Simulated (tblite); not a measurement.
C3H4Cl2Si.
SMILES with atom numbers: `[CH:1]#[C:2][SiH2:3][CH:4]([Cl:5])[Cl:6]` (hydrogens: H7 on C1; H8, H9 on Si3; H10 on C4)

Structure used (GFN2-xTB), in Å, numbered top down from 1:
```
atom  x, y, z in Å
C1    -1.3961    1.6422    1.8065
C2    -0.9681    0.6578    1.2639
Si3   -0.3370   -0.8578    0.4197
C4     1.1525   -0.2437   -0.6458
Cl5    1.9459   -1.6371   -1.4151
Cl6    0.5765    0.8810   -1.8977
H7    -1.7652    2.5071    2.2792
H8     0.2003   -1.8167    1.3849
H9    -1.3259   -1.4121   -0.4992
H10    1.9259    0.2839   -0.0901
```

Computed values, GFN2-xTB/tblite, gas phase, harmonic and unscaled. This tight-binding method is rough: wavenumbers can miss measured ones by several per cent, in bad cases by 10 to 20. Modes of hydrogen on silicon can be 10 to 20 % off. One conformer, not necessarily the lowest.

Harmonic wavenumbers (cm⁻¹): 35.7, 69.8, 149.8, 192.9, 219.4, 271.2, 285.7, 469.9, 528.1, 615.4, 651.9, 670.9, 684.3, 686.3, 729.5, 747.2, 779.6, 1122.9, 1165.8, 2205.6, 2267.2, 2299.1, 2956.9, 3356.3.

A = 2925, B = 1141, C = 870.8 MHz; mass 137.946 u (most abundant isotopes); point group C1, symmetry number 1.

Zero-point energy?

Half the sum of the wavenumbers: 11581 cm⁻¹ = 33.11 kcal/mol.

What is S at 350 K and 1 bar for an ideal gas of classical rigid rotors and harmonic oscillators?

Translation 41.50, rotation 29.57, vibration 27.39: S = 98.5 cal/(mol K).

And Cp and H(350 K) − H(0)?

Cp = 33.23 cal/(mol K), of which vibrations give 25.28 (their classical limit is 24 R = 47.7); H(350 K) − H(0) = 7.62 kcal/mol without the zero-point energy, 4.84 from vibrations.

Blend soft modes into free rotors: weight 1/[1 + (100 cm⁻¹/ν̃)⁴] for the oscillator and the rest for a rotor with moment μB/(μ + B), μ = h/(8π²ν), B = 10⁻⁴⁴ kg m². What vibrational entropy results?

24.69 cal/(mol K) in place of 27.39, which changes −T·S at 350 K by +0.94 kcal/mol.

How do the functions run with temperature in this model?

| T (K) | S (cal/(mol K)) | Cp (cal/(mol K)) | H − H(0) (kcal/mol) | G − H(0) (kcal/mol) | ln q(vib) |
| --- | --- | --- | --- | --- | --- |
| 150 | 76.0 | 20.4 | 2.14 | -9.26 | 2.70 |
| 250 | 88.2 | 27.7 | 4.56 | -17.49 | 4.80 |
| 298.15 | 93.3 | 30.6 | 5.96 | -21.87 | 5.78 |
| 400 | 103.0 | 35.3 | 9.33 | -31.88 | 7.81 |
| 600 | 118.5 | 40.9 | 17.01 | -54.10 | 11.45 |
| 900 | 136.1 | 45.8 | 30.08 | -92.42 | 16.13 |

q(vib) and H(0) count from the zero-point level.

What must be added to the electronic energy to get the Gibbs energy at 350 K and 1 bar?

ZPE + [H(350 K) − H(0)] − T·S = 33.11 + 7.62 − 34.46 = 6.27 kcal/mol.

Which modes carry the vibrational entropy at 350 K?

35.7 cm⁻¹: 5.80; 69.8 cm⁻¹: 4.48; 149.8 cm⁻¹: 2.98; 192.9 cm⁻¹: 2.50; 219.4 cm⁻¹: 2.26; 271.2 cm⁻¹: 1.87 cal/(mol K); the other 18 give 7.50 together.

Hindered rotation and anharmonicity are outside this model. Other conformers, if any are populated, would add a mixing term that is left out. The structure is chiral; the term R ln 2 for an equal mix with its mirror image is left out.
